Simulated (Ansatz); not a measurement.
Reaction (ligand exchange at a B–Te bond): `ClB[TeH]` + `OCS` → `SCOBCl` + H₂Te

Isolated molecules relaxed with PBE0-D4/def2-TZVP in Ansatz; ΔE leaves out vibrations. CCSD(T)/CBS adds triple-zeta CCSD(T) − MP2 to the extrapolated MP2 energy (def2 sets, frozen cores). Elements past krypton have def2 core potentials. For Te outer-core shells are correlated without core-valence functions, which leaves a few kJ/mol of doubt a bond. Each species was taken in one conformer, which may not be the lowest.

| species | CCSD(T)/CBS(def2) energy (Eh) |
| --- | --- |
| `ClB[TeH]` | -753.54186 |
| `OCS` | -513.38917 |
| `SCOBCl` | -998.05231 |
| H₂Te | -268.91024 |

(1) Work out ΔE.

Largest T1 diagnostic among the species: 0.014.

Answers

(1) ΔE = (-998.05231) + (-268.91024) − (-753.54186) − (-513.38917) = -0.03152 Eh = -19.8 kcal/mol.

In def2-TZVPP, CCSD(T) changes the Hartree–Fock value by +4.1 kcal/mol (the triples alone add +0.7 kcal/mol) and MP2 by +5.6 kcal/mol. From PBE to PBE0 (25 % exact exchange), in def2-TZVPP and without D4, ΔE moves by −0.8 kcal/mol.
